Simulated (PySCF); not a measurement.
Dipole moment and polarisability of `[H]/N=C(/C#C)[C@H](C)C=C`

Compound: C7H9N.
Geometry (GFN2-xTB, Å), atoms numbered from 1 in this order:
```
atom  x, y, z in Å
C1    -2.9378    1.7835   -0.1685
C2    -2.0446    1.0902    0.2349
C3    -0.9537    0.2918    0.6769
N4    -1.1085   -0.4487    1.6847
C5     0.2991    0.4145   -0.1951
C6     0.0685   -0.4293   -1.4527
C7     1.5115    0.0237    0.5973
C8     2.1172   -1.1499    0.5674
H9    -3.7319    2.3825   -0.5043
H10   -0.2850   -0.9912    1.9416
H11    0.3985    1.4652   -0.4928
H12   -0.7531   -0.0119   -2.0312
H13    0.9650   -0.4364   -2.0689
H14   -0.1870   -1.4538   -1.1905
H15    1.8591    0.7886    1.2819
H16    1.8065   -1.9494   -0.0835
H17    2.9692   -1.3575    1.1929
```

Level: PBE0/def2-SVPD (PySCF), static field, nuclei fixed, core orbitals frozen in the response. The polarisability tensor in these axes (au):

```
x   100.44 -23.90   6.70
y   -23.90  86.37  -9.20
z     6.70  -9.20  80.05
```

Task: Give the principal values, the mean and the anisotropy Δα = √{½[(α1 − α2)² + (α2 − α3)² + (α1 − α3)²]}.

Result: Principal values 67.40, 78.25 and 121.22 au; mean 88.96 au = 13.18 Å³ = 14.67 × 10⁻⁴⁰ C²·m²/J; Δα = 49.29 au (55 % of the mean).

Task: What is the dipole moment, and where does it point?

Result: (1.60, 0.54, -1.71) D, 2.40 D in size, pointing from the negative to the positive side. Measured along this direction, the outermost atoms are N4 at the negative end and H13 at the positive end.

Task: Along which axes do the principal values lie, and how far do the nuclei extend along each?

Result: Largest value along (0.76, -0.59, 0.26), where the nuclei span 7.77 Å; middle along (-0.39, -0.10, 0.92), 4.24 Å; least along (0.52, 0.80, 0.31), 3.61 Å. The response follows the extents in order.

Task: Form Σ f/ω² (atomic units) for the 6 lowest TDDFT singlets, given as eV and f, and set it beside the mean polarisability, which is this sum over all singlets: 4.61, 0.0008; 5.23, 0.0002; 5.89, 0.0015; 5.95, 0.1275; 6.34, 0.0141; 6.67, 0.0073.

Result: They add up to 3.11 au, 3.5 % of the 88.96 au; the largest single term is 2.66 au, from the state at 5.95 eV. Terms in order: 0.03, 0.01, 0.03, 2.66, 0.26, 0.12 au. Higher excitations give the rest. The strengths listed sum to 0.151.

Task: Molar refractivity from α?

Result: Lorentz–Lorenz: R = (4π/3)N_A α = 2.5225 cm³/(mol·Å³) × 13.18 Å³ = 33.3 cm³/mol, in the limit of long wavelengths.

Task: Find the Langevin capture rate constant for H3+ (3.023 u) meeting this molecule (107.073 u), k = 2.342 × 10⁻⁹ cm³/s × √(α in Å³ / reduced mass in u).

Result: The reduced mass is 2.94 u, so k = 4.96 × 10⁻⁹ cm³/s. The formula leaves out the permanent dipole, which adds to the capture rate.

The structure is a single GFN2-xTB conformer in the gas phase; no vibrational or solvent corrections.
